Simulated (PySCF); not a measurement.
## Spinor energies of B (boron, neutral)

Start: [He] 2s1 2p2; 2s1/2 filled at m_j = +1/2; 2p3/2 filled at m_j = +1/2, +3/2. Calculated with PySCF 2.14 in x2c-SVPall-2c with one added diffuse shell of s type (4s2p1d, 15 functions): generalised Hartree-Fock with the X2C-1e Hamiltonian and a Gaussian nucleus; one run each with spin-orbit coupling (SO) switched off, then screened by Boettger's factors. This is a chosen level, not necessarily the ground level.

| spinor shell | electrons | ε, spin-free (eV) | ε, screened SO (eV) | weight of nominal j (screened SO) | rms radius, screened SO (bohr) |
| --- | --- | --- | --- | --- | --- |
| 1s1/2 | 2 | -208.97 | -208.97 | 1.000 | 0.380 |
| 2s1/2 | 1 | -17.202 | -17.202 | 1.000 | 2.11 |
| 2p3/2 | 2 | -9.695 | -9.694 | 0.833 | 2.37 |

```
   quantity  spin-free  screened SO
E (hartree)  -24.43347    -24.43344
        M_J        5/2          5/2
       ⟨J²⟩      8.752        8.752
       ⟨L²⟩      2.002        2.002
       ⟨S²⟩      3.750        3.750
```

Each row is a mean over spinors that exchange with the open shell spreads, by up to 2.068 eV (1s1/2).

Rows whose weight is well below 1 are mixtures of j = l ± 1/2: exchange outweighs spin-orbit coupling there, and the label is only the starting occupation.

Without spin-orbit coupling the j labels of p, d and f shells carry no meaning; the spin-free column gives the mean over the occupied spinors of each nl shell.
